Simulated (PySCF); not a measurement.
**Broadened absorption spectrum of C5H3NS**

C₅H₃NS.
InChI=1S/C5H3NS/c1-2-5-3-6-7-4-5/h1,3-4H

Method: TDDFT PBE0/def2-SVPD, vertical, gas phase, core orbitals frozen in the response in PySCF. Geometry: GFN2-xTB; no solvent, vibrations or thermal averaging.

Computed states:

```tsv
state	E (eV)	f
S1	5.11	0.187
S2	5.25	0.0013
S3	5.80	0.0006
S4	5.88	0.0079
S5	5.90	0.0004
S6	6.19	0.163
```

Broadening: Gaussians 0.4 eV wide at half height, area fixed by f = 4.319×10⁻⁹ ∫ε dν̃. The cross-section is σ = 3.8235×10⁻²¹ ε cm², given in Mb (10⁻¹⁸ cm²). The width is an assumption, not a result. The curve ends short of the highest state used, and states not computed would add to its high-energy end.

Problem. What does the envelope look like, and where are its maxima?

Solution. 
(E (eV), σ (Mb)): (4.51, 0.10), (4.56, 0.26), (4.60, 0.55), (4.65, 1.26), (4.70, 2.68), (4.74, 4.59), (4.79, 8.33), (4.84, 13.86), (4.88, 19.57), (4.93, 27.85), (4.98, 36.36), (5.03, 43.54), (5.07, 47.25), (5.12, 48.42), (5.17, 45.52), (5.21, 40.72), (5.26, 32.79), (5.31, 24.23), (5.36, 16.44), (5.40, 11.36), (5.45, 6.68), (5.50, 3.72), (5.54, 2.35), (5.59, 1.55)

Maxima: 243 nm (5.11 eV), ε about 13000, made up of S1 (100%) (ε in L mol⁻¹ cm⁻¹; maxima over ε = 5, shares over 10%).

Problem. What would ε be at 5.11 eV, the highest of these maxima, with half the width (0.2 eV)?

Solution. About 25300 L mol⁻¹ cm⁻¹ against 12700, a factor of about 1.99; a lone state at its own centre would give exactly 2.

Problem. Coming from long wavelengths, where does ε first pass 100 L mol⁻¹ cm⁻¹?

Solution. At about 271 nm (4.58 eV), 0.53 eV below S1.

Problem. On this curve, what absorbance would a 10⁻⁴ mol/L sample give at 266 nm over a 1 cm path?

Solution. 266 nm is 4.661 eV, where ε is about 390 L mol⁻¹ cm⁻¹, so A = ε c l ≈ 0.039 (Beer–Lambert, with the gas-phase spectrum and the assumed width).
